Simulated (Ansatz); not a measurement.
Consider the formal exchange of groups at the Si–C bond: `C[SiH2][SiH2]S` + GeH₄ → `S[SiH2][SiH2][GeH3]` + CH₄.

Program: Ansatz. Geometries: PBE0-D4/def2-TZVP. ΔE: electronic, gas phase. CCSD(T)/CBS is the MP2 limit (def2-TZVPP, def2-QZVPP) plus CCSD(T) − MP2 in def2-TZVPP, frozen cores. This one scheme is used for every species. For Ge outer-core shells are correlated without core-valence functions, which leaves a few kJ/mol of doubt a bond. Scalar relativity is left out up to krypton. One conformer a species, not always the lowest.

`C[SiH2][SiH2]S`:

Z-matrix (Å, degrees):
```
C
Si 1 1.874
H 1 1.092 2 110.7
H 1 1.092 2 110.9 3 -120.2
H 1 1.092 2 110.2 3 119.5
Si 2 2.339 1 110.4 3 -64.2
H 2 1.492 1 110.5 3 177.5
H 2 1.491 1 111.1 3 58.2
S 6 2.151 2 109.3 1 -58.0
H 6 1.487 2 111.9 1 56.2
H 6 1.489 2 112.3 1 178.1
H 9 1.344 6 94.8 2 -54.2
```

GeH₄:

Z-matrix (Å, degrees):
```
Ge
H 1 1.534
H 1 1.534 2 109.5
H 1 1.534 2 109.5 3 -120.0
H 1 1.534 2 109.5 3 120.0
```

`S[SiH2][SiH2][GeH3]`:

Cartesian coordinates in Å:
```
S 2.234 1.359 0.960
Si 0.562 0.284 1.766
Si -1.185 0.265 0.214
Ge -0.411 -0.738 -1.802
H 2.283 0.659 -0.186
H 0.934 -1.109 2.137
H 0.213 1.027 3.004
H -1.620 1.661 -0.058
H -2.347 -0.511 0.731
H -0.038 -2.209 -1.552
H 0.849 -0.009 -2.306
H -1.475 -0.680 -2.909
```

CH₄:

Cartesian coordinates in Å:
```
C 0.000 0.000 0.000
H -0.990 -0.168 -0.423
H 0.247 -0.814 0.680
H 0.006 0.943 0.545
H 0.736 0.039 -0.802
```

```csv
level,ΔE (eV)
SCS-MP2/def2-TZVPP,-0.29
HF/def2-QZVPP,-0.19
MP2/CBS(def2),-0.34
CCSD/CBS(def2),-0.33
```

What does CCSD(T)/CBS give? (Estimate.)

Ansatz gave: -0.35 eV. The listed levels differ from it by 0.06, 0.16, 0.01, 0.02 eV.

Largest T1 diagnostic among the species: 0.012.

In def2-TZVPP, CCSD(T) changes the Hartree–Fock value by −0.12 eV (the triples alone add −0.02 eV) and MP2 by −0.11 eV. The D4 term adds −0.04 eV with B3LYP and −0.02 eV with PBE0; it sums over pairs of atoms, weighted by their polarisabilities, and B3LYP, whose exchange is more repulsive, gets the larger term.

B3LYP here is the variant with VWN-RPA as its local correlation; programs differ in this.
